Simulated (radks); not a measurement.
Question: The molybdenum ion Mo9+ is in [Ar] 3d10 4s2 4p3. Calculated with a radial shooting solver on a logarithmic mesh with Libxc functionals: scalar-relativistic Kohn-Sham, PBE, spin-polarised, spherical densities, finite nucleus; Fermi nuclear charge, rms radius of each element as measured or else 0.836 A^(1/3) + 0.57 fm. Open shells are filled with parallel spins first. One electron is removed from 4p, 3d, 4s, 3p in turn, with full relaxation. Which removal costs least, and what does each cost?

Answer: 4p 188.19 eV; 4s 211.94 eV; 3d 400.81 eV; 3p 557.87 eV. The 4p electron leaves first.
